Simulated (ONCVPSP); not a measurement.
What the settings do to the ONCV potential of iridium

Base potential:

ONCVPSP 4.0.1 input, shortened (lines: element, Z, core and valence counts, functional; n l f; lmax; l rc ep ncon nbas qcut; lloc lpopt rc5 dvloc0; l nproj debl; icmod fcfact rcfact), revPBE, scalar-relativistic:

```
  Ir 77.00   10    3  -102130      upf
    1    0    2.00
    2    0    2.00
    2    1    6.00
    3    0    2.00
    3    1    6.00
    3    2   10.00
    4    0    2.00
    4    1    6.00
    4    2   10.00
    4    3   14.00
    5    0    2.00
    5    1    6.00
    5    2    7.00
    2
    0    1.10    0.00    4    8    6.60
    1    1.30    0.00    4    7    7.00
    2    1.50    0.00    3    8    7.30
    4    1    1.00    0.00
    0    2    3.80
    1    2    3.40
    2    2    2.00
    3    2.75    1.65
```

In the s channel the program set the typed energies aside and used -4.247, 0.250 Ha.

All-electron outer shells of the reference configuration (revPBE, scalar-relativistic, ld1.x):

```json
{"shell": "4f", "level (eV)": "-79.73", "outermost node (bohr)": "–", "outermost maximum (bohr)": "0.39"}
{"shell": "5p", "level (eV)": "-72.34", "outermost node (bohr)": "0.54", "outermost maximum (bohr)": "1.01"}
{"shell": "5d", "level (eV)": "-24.32", "outermost node (bohr)": "0.59", "outermost maximum (bohr)": "1.29"}
```

Cutoffs, loose and tight: the cutoffs (Ha) at which the residual kinetic energy of the hardest occupied pseudo-wave falls to 1 and 0.1 mHa per electron. They do not see the model core or the augmentation charge, which bear on the density cutoff. Test errors are all-electron minus pseudo excitation energies from the reference, over the configurations 5s2 5p6 5d7 6s2; 5s2 5p6 5d7 6s1; 5s2 5p6 5d6; 5s2 5p6 5d8. A dash means not determined; rows that change the core or the reference have their own tests.

```tsv
change	outcome	cutoff, loose	cutoff, tight	bound ghosts	GHOST(+) flags above zero	largest test error (meV)
base	generated, projector energies reset by the program	129 Ha	152 Ha	none	s	-13
s: qcut 5; p: qcut 5.3; d: qcut 5.5	generated, projector energies reset by the program	146 Ha	193 Ha	none	s	-16
s: qcut 5.9; p: qcut 6.3; d: qcut 6.6	generated, projector energies reset by the program	139 Ha	161 Ha	none	s	-14
s: qcut 7.2; p: qcut 7.6; d: qcut 8	generated, projector energies reset by the program	111 Ha	145 Ha	none	s	-13
s: qcut 7.9; p: qcut 8.4; d: qcut 8.8	failed: ERROR pspot: first pseudo wave function has node, program will stop	–	–	–	–	–
s: qcut 8.9; p: qcut 9.4; d: qcut 9.8	failed: ERROR pspot: first pseudo wave function has node, program will stop	–	–	–	–	–
s: qcut 9.3; p: qcut 9.9; d: qcut 10.3	failed: ERROR pspot: first pseudo wave function has node, program will stop	–	–	–	–	–
```

(1) What comes out with this change to the base: s: qcut 6.4; p: qcut 6.8; d: qcut 7.1?

(2) What comes out with this change to the base: s: qcut 4.5; p: qcut 4.7; d: qcut 4.9?

Answers

(1) outcome: generated, projector energies reset by the program; cutoff, loose: 132 Ha; cutoff, tight: 156 Ha; bound ghosts: none; GHOST(+) flags above zero: s; largest test error (meV): -13.

(2) outcome: generated, projector energies reset by the program; cutoff, loose: 148 Ha; cutoff, tight: 199 Ha; bound ghosts: none; GHOST(+) flags above zero: s; largest test error (meV): -18.
